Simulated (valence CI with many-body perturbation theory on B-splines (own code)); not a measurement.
**Pt XXX in brief**

Method: relativistic CI+MBPT: three valence electrons over a frozen Dirac-Fock core [Kr] 4d10, a basis of 8 s, 8 p, 9 d, 9 f, 6 g, 3 h, 2 i functions for each j, with the one-electron correlation potential Σ1, the two-electron term Σ2, the three-electron term Σ3, Breit, model QED; selected CI, second order for the rest (own B-spline code, finite nucleus).

No measured spectrum was set against this ion. As an estimate, large intervals hold to a few tenths of a per cent, small ones and those within an open d or f shell to about a per cent. Core correlation moves these levels by up to 51000 cm⁻¹, and in measured spectra 5 to 20 % of such shifts remained as error; rates that hang on mixing are uncertain with them. The list stops below the first excitations out of the core.

Levels are named by their leading jj configuration (3d3/2^4 stands for four electrons in 3d with j = 3/2), which in mixed levels can hold well under half, so a name can repeat and another be missing.

Rates and lifetimes use the calculated energies. Strong lines usually hold to 10 to 20 %, long lifetimes can be off by a factor of two.

(1) What is the ground level?

(2) Name the longest-lived excited levels whose lifetime is computed, and their main decay.

(3) Where does the other parity begin?

(4) What is the ionisation energy?

(5) How well does LS coupling describe the low levels?

## Answers

(1) (4f5/2^3) J=9/2, composition 77 % 4f3 4I° + 20 % 4f3 2H° + 2 % 4f3 2G°, g = 0.770.

(2) (4f5/2^3) J=5/2 at 7.38 eV lives 10.6 ms, mostly by M1 to (4f5/2^3) J=3/2; (4f5/2^2 4f7/2) J=15/2 at 9.15 eV lives 6.16 ms, mostly by M1 to (4f5/2^2 4f7/2) J=13/2; (4f5/2^2 4f7/2) J=7/2 at 8.75 eV lives 5.25 ms, mostly by M1 to (4f5/2^3) J=9/2. The lifetime of (4f5/2^3) J=3/2 is too uncertain to give, and may be longer.

(3) At (4f5/2^2 5s) J=7/2, 166.43 eV.

(4) 1020 eV; NIST lists 1040 ± 50 eV (theoretical).

(5) Among the lowest 20 levels the leading LS term, summed over configurations, holds 58 % on average. For single configurations the figures are 58 % in LS and 74 % in jj coupling. Terms mix most in the J = 3/2 level at 12.47 eV, where the leading one holds 29 %.
